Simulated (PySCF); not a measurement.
PySCF input for CH₄Si, SMILES [SiH2]=C (connectivity only; charge and spin as stated), charge -1, multiplicity 2, PBE/pcH-1. Coordinates come from a PBE-D3(BJ)/def2-TZVPD optimisation. The spin state was assumed, not searched.

```python
import numpy as np
from pyscf import gto, scf, dft
from pyscf.prop.hfc import uks as hfc
from pyscf.prop.gtensor import uks as gtensor

mol = gto.M(
    atom='''
    C    -1.20505030   -0.11649200   -0.00000000
    Si    0.60190709    0.12923070   -0.00000000
    H    -1.77938473    0.10467843   -0.91163013
    H    -1.77938474    0.10467844    0.91163014
    H     1.18118604   -0.65981737    1.18664309
    H     1.18118604   -0.65981737   -1.18664309
    ''',
    basis='pcH-1',
    charge=-1,
    spin=1,
    max_memory=1600,
    verbose=3,
)
mf = dft.UKS(mol, xc='pbe')
mf.grids.level = 3
mf.conv_tol = 1e-10
mf.max_cycle = 100
mf.kernel()
fine, coarse = mf.grids, dft.Grids(mol).set(level=1).build(with_non0tab=True)
for _ in range(3):  # follow internal instabilities
    mf.grids = coarse
    mo, _, stable, _ = mf.stability(return_status=True, nroots=4)
    mf.grids = fine
    if stable:
        break
    mf.kernel(mf.make_rdm1(mo, mf.mo_occ))
A = hfc.HFC(mf).make_fcdip(mf.make_rdm1())  # Fermi contact and dipolar terms, MHz
print('atom   A(iso)/MHz   principal dipolar parts/MHz')
for i, a in enumerate(A):
    w = np.linalg.eigvalsh((a + a.T) / 2)
    print(f'{mol.atom_symbol(i):2s}{i + 1:3d} {w.mean():12.2f}', (w - w.mean()).round(2))
gt = gtensor.GTensor(mf)
gt.dia_soc2e, gt.para_soc2e, gt.so_eff_charge = None, None, True
gt.max_cycle_cphf = 60
g = gt.kernel()
```

It prints:

```

WARN: HOMO -0.15642933118373 >= LUMO -0.156429331183702

converged SCF energy = -329.722234580413  <S^2> = 0.75399635  2S+1 = 2.0039924
<class 'pyscf.dft.uks.UKS'> wavefunction is stable in the internal stability analysis
atom   A(iso)/MHz   principal dipolar parts/MHz
C   1        40.13 [-48.16 -47.95  96.11]
Si  2      -198.21 [-57.39  26.88  30.51]
H   3       -28.67 [-21.97  -0.16  22.13]
H   4       -28.67 [-21.97  -0.16  22.13]
H   5        71.43 [-3.45 -0.28  3.72]
H   6        71.43 [-3.45 -0.28  3.72]
SOC(1e)/OZ [ 6.68428659e-06 -1.31487950e-04  1.57273529e-03]
free electron g 2.00231930436182
g-tensor total [2.00277322 2.00161291 2.00380068]
g-shift (ppt) [ 0.45391612 -0.70639541  1.48137975]
```

Self-consistency was reached.
